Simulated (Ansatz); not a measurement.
Frontier orbitals of CH6AlNO, SMILES `OC[NH][AlH2]`.

Z-matrix (Å, degrees):
```
C
N 1 1.433
O 1 1.409 2 113.4
H 1 1.099 2 108.2 3 123.6
H 1 1.095 2 111.8 3 -117.7
Al 2 1.775 1 127.9 3 -118.6
H 2 1.011 1 111.3 3 62.9
H 3 0.962 1 107.4 2 55.4
H 6 1.583 2 116.8 1 2.5
H 6 1.582 2 117.7 1 -178.0
```

Total charge 0; spin multiplicity 1. Geometry: relaxed with PBE0-D4/def2-TZVP. It is one conformer, not always the lowest. Basis def2-TZVPP, the Gaussian-basis code of Ansatz.

Orbital energies of one run (eV). Highest occupied ones, from the top: -7.40, -8.40, -8.56, -9.23, -10.50, -11.90, -12.77, -13.20, -15.01, -18.32, -24.15, -28.83, -73.34, -73.36. Empty: -0.95, 0.49, 1.14, 1.54, 2.18, 2.31.

(1) Which functional gave them?
A. PBE
B. ωB97M-V
C. PBE0
D. CAM-B3LYP

Results:

(1) C. HOMO energies: PBE0 -7.40, CAM-B3LYP -8.82, PBE -6.04, ωB97M-V -9.75 eV.
